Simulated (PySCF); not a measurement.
Ge(F)(Cl), SMILES [F][Ge][Cl] (ClFGe) (PBE0/def2-SVP optimised geometry):

```
3

Ge    -0.962    -0.865     0.000
F     -1.229     0.865     0.000
Cl     1.229    -0.865     0.000
```

Computed with PBE0/def2-TZVP (PySCF).

What are the frontier orbital energies and the dipole moment?

HOMO-2 -9.58 eV, HOMO-1 -9.38 eV, HOMO -8.45 eV, LUMO -2.87 eV, LUMO+1 -0.18 eV; dipole moment 2.29 D.

Meta-Löwdin charges at PBE0/def2-TZVP: Ge1 0.78, F2 -0.49, Cl3 -0.29.
